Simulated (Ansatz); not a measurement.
A CCSD(T) single point on `C#[C][InH2]`.

```yaml
crystal:
  periodic: [false, false, false]
  atoms:
    - {symbol: C, position_ang: [-0.186568, -1.928023, 0.015100]}
    - {symbol: C, position_ang: [-0.070410, -0.723404, 0.005937]}
    - {symbol: In, position_ang: [0.131869, 1.363933, -0.010620]}
    - {symbol: H, position_ang: [-0.288965, -2.989587, 0.023341]}
    - {symbol: H, position_ang: [0.673512, 2.081547, -1.468779]}
    - {symbol: H, position_ang: [-0.259438, 2.195535, 1.435019]}
basis:
  gaussian: {orbitals: def2-SVP}
correlation: {method: ccsd_t}
```

```sh
$ ansatz run in.yaml --threads 2 --pin off --events-out ev --progress --plain
```

The program prints (abridged):

```
Functional definition: HF
784 factors; integrals over basis functions are off by at most 1.3e-3 eV
mean field evaluation 1: about -7250.8652 eV, gradient 2.4e1 eV
mean field evaluation 2: about -7250.8813 eV, gradient 2.4e1 eV
mean field evaluation 4: about -7252.7757 eV, gradient 2.3e0 eV
mean field evaluation 8: about -7252.7963 eV, gradient 1.6e-4 eV
mean field -7252.79630880 eV, -266.5353482265 hartree, gradient 3.2e-6 eV, S^2 0.000000; 0 other end points of the search recorded, 0 dependent functions left out
6 core orbitals not correlated: weight in the atoms' cores, before any rotation towards them, 1.000 or more for the frozen orbitals, at most 0.000 for the correlated occupied ones
reference -7252.79630880 eV, -266.5353482265 hartree; 12, 12 occupied and 51, 51 virtual orbitals, 784 factors
second order -9.22465309 eV of doubles, -0.00000000 eV of singles
cycle   1  -9.51507882 eV  change   -2.9e-1 eV  update   9.1e-2
cycle   2  -9.89948180 eV  change   -3.8e-1 eV  update   3.0e-2
cycle   3  -9.97845483 eV  change   -7.9e-2 eV  update   1.3e-2
cycle   4  -9.98515529 eV  change   -6.7e-3 eV  update   3.9e-3
cycle   5  -9.98614786 eV  change   -9.9e-4 eV  update   1.1e-3
cycle   6  -9.98637375 eV  change   -2.3e-4 eV  update   3.9e-4
cycle   7  -9.98657805 eV  change   -2.0e-4 eV  update   1.1e-4
cycle   8  -9.98663577 eV  change   -5.8e-5 eV  update   4.1e-5
cycle   9  -9.98662751 eV  change    8.3e-6 eV  update   1.3e-5
perturbative correction -0.41588996 eV, -0.0152836743 hartree
Total energy: -7263.19882628 eV, -266.9176336928 hartree
```

Run time 1.9 s (2 threads of a server CPU on a shared host); peak host memory 0.23 GiB.

MP2 recovers 88.7 % of the CCSD(T) correlation energy and the triples give 4.0 %; T1 = 0.0118.
